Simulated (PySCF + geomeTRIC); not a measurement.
All values below come from BP86-D3(BJ)/def2-SVP (PySCF + geomeTRIC). fastk is a local helper that only speeds up exchange builds. No frequencies were computed at this level.

```python
import json, numpy as np
from pyscf import gto, dft
from fastk import lowrank_exchange
atoms = """
Mo    -0.092580     0.065263     0.075956
O      0.267040    -0.054139     1.665276
N     -0.642740     0.151229    -1.765755
H     -1.132897     0.907601    -2.239981
H     -0.472370    -0.535806    -2.499047
N      1.586801     0.871828    -0.421160
H      2.322337     1.065565     0.255132
H      1.898640     1.173977    -1.340233
N     -1.537140     1.324507     0.351930
H     -2.249718     1.656443    -0.293205
H     -1.731386     1.726223     1.265890
N     -0.157939    -1.848980    -0.202482
H     -0.501614    -2.383777    -0.995910
H      0.117992    -2.507061     0.522815
"""
def scf(charge, spin, dm0=None):
    mol = gto.M(atom=atoms, basis='def2-svp', ecp={'Mo': 'def2-svp'}, charge=charge, spin=spin, verbose=3, max_memory=10080)
    mf = dft.KS(mol, xc='bp86').density_fit(auxbasis="def2-universal-jkfit")
    mf.disp = 'd3bj'
    mf.grids.level = 3
    mf.conv_tol = 1e-8
    mf.max_cycle = 120
    mf.level_shift = 0.25
    mf.kernel(dm0)
    if not mf.converged:
        mf = mf.newton().run(mf.mo_coeff, mf.mo_occ).undo_soscf()
    return mf
mf = scf(0, 0)
from pyscf.geomopt.geometric_solver import kernel as optimize
path = []
done, mol = optimize(mf, maxsteps=120, assert_convergence=False, callback=lambda env: path.append((env["energy"], bool(env["g_scanner"].converged))))
res = dict(converged=bool(done and path[-1][1]), energy=path[-1][0], path=[e for e, c in path], xyz=mol.atom_coords(unit="Angstrom").tolist(), nao=mol.nao)
json.dump(res, open("result.json", "w"))
```

Output:

```
converged SCF energy = -367.252432492668
Geometry optimization cycle 1
converged SCF energy = -367.252432483459
cycle 1: E = -367.252432483  dE = -367.252  norm(grad) = 0.152431
Geometry optimization cycle 2
converged SCF energy = -367.27086707958
cycle 2: E = -367.27086708  dE = -0.0184346  norm(grad) = 0.0445272
Geometry optimization cycle 3
converged SCF energy = -367.273931107359
cycle 3: E = -367.273931107  dE = -0.00306403  norm(grad) = 0.015152
Geometry optimization cycle 4
converged SCF energy = -367.274596957175
cycle 4: E = -367.274596957  dE = -0.00066585  norm(grad) = 0.00823787
Geometry optimization cycle 5
converged SCF energy = -367.274812427137
cycle 5: E = -367.274812427  dE = -0.00021547  norm(grad) = 0.00564055
Geometry optimization cycle 6
converged SCF energy = -367.274999271786
cycle 6: E = -367.274999272  dE = -0.000186845  norm(grad) = 0.00332406
Geometry optimization cycle 7
converged SCF energy = -367.275048336685
cycle 7: E = -367.275048337  dE = -4.90649e-05  norm(grad) = 0.00302242
Geometry optimization cycle 8
converged SCF energy = -367.275122947386
cycle 8: E = -367.275122947  dE = -7.46107e-05  norm(grad) = 0.00194027
Geometry optimization cycle 9
converged SCF energy = -367.275165935266
cycle 9: E = -367.275165935  dE = -4.29879e-05  norm(grad) = 0.00174643
Geometry optimization cycle 10
converged SCF energy = -367.275187708495
cycle 10: E = -367.275187708  dE = -2.17732e-05  norm(grad) = 0.00158091
Geometry optimization cycle 11
converged SCF energy = -367.27520741305
cycle 11: E = -367.275207413  dE = -1.97046e-05  norm(grad) = 0.000959882
Geometry optimization cycle 12
converged SCF energy = -367.275215266745
cycle 12: E = -367.275215267  dE = -7.85369e-06  norm(grad) = 0.000614695
Geometry optimization cycle 13
converged SCF energy = -367.275219481362
cycle 13: E = -367.275219481  dE = -4.21462e-06  norm(grad) = 0.000582443
Geometry optimization cycle 14
converged SCF energy = -367.27522174645
cycle 14: E = -367.275221746  dE = -2.26509e-06  norm(grad) = 0.000552951
Geometry optimization cycle 15
converged SCF energy = -367.275222991211
cycle 15: E = -367.275222991  dE = -1.24476e-06  norm(grad) = 0.000423357
Geometry optimization cycle 16
converged SCF energy = -367.275223646264
cycle 16: E = -367.275223646  dE = -6.55053e-07  norm(grad) = 0.000347416
Geometry optimization cycle 17
converged SCF energy = -367.275223654148
cycle 17: E = -367.275223654  dE = -7.88475e-09  norm(grad) = 0.00040771
Geometry optimization cycle 18
converged SCF energy = -367.275224167518
cycle 18: E = -367.275224168  dE = -5.1337e-07  norm(grad) = 0.000448525
Geometry optimization cycle 19
converged SCF energy = -367.275224967414
cycle 19: E = -367.275224967  dE = -7.99896e-07  norm(grad) = 0.000313631
Geometry optimization cycle 20
converged SCF energy = -367.2752256782
cycle 20: E = -367.275225678  dE = -7.10786e-07  norm(grad) = 0.000181492
<class 'geometric.internal.Distance'> : 13
<class 'geometric.internal.Angle'> : 13
<class 'geometric.internal.LinearAngle'> : 2
<class 'geometric.internal.OutOfPlane'> : 8
<class 'geometric.internal.Dihedral'> : 30
<class 'geometric.internal.TranslationX'> : 1
<class 'geometric.internal.TranslationY'> : 1
<class 'geometric.internal.TranslationZ'> : 1
<class 'geometric.internal.RotationA'> : 1
<class 'geometric.internal.RotationB'> : 1
<class 'geometric.internal.RotationC'> : 1
Step    0 : Gradient = 4.074e-02/1.204e-01 (rms/max) Energy = -367.2524324835
Step    1 : Displace = 9.634e-02/1.632e-01 (rms/max) Trust = 1.000e-01 (=) Grad = 1.190e-02/3.620e-02 (rms/max) E (change) = -367.2708670796 (-1.843e-02) Quality = 0.533
Step    2 : Displace = 3.426e-02/6.167e-02 (rms/max) Trust = 1.000e-01 (=) Grad = 4.050e-03/1.042e-02 (rms/max) E (change) = -367.2739311074 (-3.064e-03) Quality = 1.265
Step    3 : Displace = 3.158e-02/5.604e-02 (rms/max) Trust = 1.414e-01 (+) Grad = 2.202e-03/5.613e-03 (rms/max) E (change) = -367.2745969572 (-6.658e-04) Quality = 1.067
Step    4 : Displace = 1.634e-02/3.547e-02 (rms/max) Trust = 2.000e-01 (+) Grad = 1.507e-03/4.184e-03 (rms/max) E (change) = -367.2748124271 (-2.155e-04) Quality = 1.529
Step    5 : Displace = 2.886e-02/6.161e-02 (rms/max) Trust = 2.828e-01 (+) Grad = 8.884e-04/1.554e-03 (rms/max) E (change) = -367.2749992718 (-1.868e-04) Quality = 1.027
Step    6 : Displace = 8.514e-03/1.685e-02 (rms/max) Trust = 3.000e-01 (+) Grad = 8.078e-04/1.393e-03 (rms/max) E (change) = -367.2750483367 (-4.906e-05) Quality = 1.382
Step    7 : Displace = 1.457e-02/2.235e-02 (rms/max) Trust = 3.000e-01 (=) Grad = 5.186e-04/1.131e-03 (rms/max) E (change) = -367.2751229474 (-7.461e-05) Quality = 1.395
Step    8 : Displace = 1.274e-02/2.506e-02 (rms/max) Trust = 3.000e-01 (=) Grad = 4.668e-04/8.422e-04 (rms/max) E (change) = -367.2751659353 (-4.299e-05) Quality = 1.310
Step    9 : Displace = 7.918e-03/1.739e-02 (rms/max) Trust = 3.000e-01 (=) Grad = 4.225e-04/6.862e-04 (rms/max) E (change) = -367.2751877085 (-2.177e-05) Quality = 1.524
Step   10 : Displace = 9.472e-03/2.079e-02 (rms/max) Trust = 3.000e-01 (=) Grad = 2.565e-04/3.986e-04 (rms/max) E (change) = -367.2752074130 (-1.970e-05) Quality = 1.308
Step   11 : Displace = 5.540e-03/1.013e-02 (rms/max) Trust = 3.000e-01 (=) Grad = 1.643e-04/3.400e-04 (rms/max) E (change) = -367.2752152667 (-7.854e-06) Quality = 1.274
Step   12 : Displace = 4.734e-03/7.903e-03 (rms/max) Trust = 3.000e-01 (=) Grad = 1.557e-04/2.778e-04 (rms/max) E (change) = -367.2752194814 (-4.215e-06) Quality = 1.163
Step   13 : Displace = 4.441e-03/8.373e-03 (rms/max) Trust = 3.000e-01 (=) Grad = 1.478e-04/2.434e-04 (rms/max) E (change) = -367.2752217464 (-2.265e-06) Quality = 0.927
Step   14 : Displace = 4.288e-03/7.877e-03 (rms/max) Trust = 3.000e-01 (=) Grad = 1.131e-04/2.232e-04 (rms/max) E (change) = -367.2752229912 (-1.245e-06) Quality = 0.622
Step   15 : Displace = 2.941e-03/4.537e-03 (rms/max) Trust = 3.000e-01 (=) Grad = 9.285e-05/2.075e-04 (rms/max) E (change) = -367.2752236463 (-6.551e-07) Quality = 0.476
Step   16 : Displace = 2.364e-03/4.352e-03 (rms/max) Trust = 3.000e-01 (=) Grad = 1.090e-04/2.009e-04 (rms/max) E (change) = -367.2752236541 (-7.885e-09) Quality = 0.005
Step   17 : Displace = 1.084e-03/2.305e-03 (rms/max) Trust = 1.182e-03 (-) Grad = 1.199e-04/2.193e-04 (rms/max) E (change) = -367.2752241675 (-5.134e-07) Quality = 0.274
Step   18 : Displace = 1.205e-03/1.815e-03 (rms/max) Trust = 1.182e-03 (=) Grad = 8.382e-05/1.581e-04 (rms/max) E (change) = -367.2752249674 (-7.999e-07) Quality = 0.653
Step   19 : Displace = 1.145e-03/1.794e-03 (rms/max) Trust = 1.182e-03 (=) Grad = 4.851e-05/8.363e-05 (rms/max) E (change) = -367.2752256782 (-7.108e-07) Quality = 0.587
Converged! =D
```

Cost: around 12 core-minutes (rough).
